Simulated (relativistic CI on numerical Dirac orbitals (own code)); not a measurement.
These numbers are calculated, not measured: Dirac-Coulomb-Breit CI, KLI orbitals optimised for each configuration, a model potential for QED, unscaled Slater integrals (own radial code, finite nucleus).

The strongest absorption lines from the ground level of an ion, among the configurations computed and to levels below about 108 eV (vacuum wavelength in Å, gf): 121.82 (4), 122.83 (1.6), 145.03 (3.5), 155.24 (2.6), 155.42 (2.3), 174.86 (2.2), 183.01 (0.64), 187.22 (0.72).

Problem. Which ion is it?
A. Cu9+
B. Ga11+
C. V3+
D. Co7+

Solution. D. Co7+ has 20 electrons and the ground level 3s2 3p6 3d2 3F_2; the strongest line goes to 3s2 3p6 3d 4f 3G°_3. The pattern of lines fixes the number of electrons, and along that sequence the line energies rise steadily with the charge (about as its square where n changes within one kind of shell, about linearly where n is kept but much faster in heavy ions where fine structure, which grows about as Z⁴, sets the gap, and irregularly where shells cross), which fixes Z. Configurations outside the model, such as inner-shell arrays, can give stronger lines. At this charge configurations can still be misplaced by up to about 7 % of their energy. Terms inside the open d or f shell come out 10 to 20 % too wide with unscaled integrals. 37 of the 55 excited levels that our extract of the measured tables holds in this range could be paired (the sources list more); they are missed by 10915 cm⁻¹ on average and 147096 at most, and levels without a partner can miss by more.

LS names give the leading component of a level, which can be under half, so a name can repeat, a term be missing and a line seem to break the LS rules.
